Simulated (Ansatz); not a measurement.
Potential energy curve for Si(Me)(OMe)3, SMILES CO[Si](C)(OC)OC (C4H12O3Si), singlet. The C1–H20 bond (C1 also carries H, H, O; H20 carries nothing else) is pulled apart rigidly from the PBE0/def2-SVP optimised geometry.

Calculation: unrestricted PBE0/def2-SVP (Ansatz, a quantum-chemistry and plane-wave program).

**Question.** Relative to R = 1.10 Å, what are the energies at R = 1.03, 1.60, 2.06, 2.32 Å?

**Answer.** 3.8 mEh at 1.03 Å, 64.8 mEh at 1.60 Å, 133.1 mEh at 2.06 Å, 152.7 mEh at 2.32 Å.

The unrestricted determinant behind UKS-PBE0 is spin-contaminated at 2.06 to 3.18 Å (<S²> up to 1.0, against 0.00 for a pure singlet).
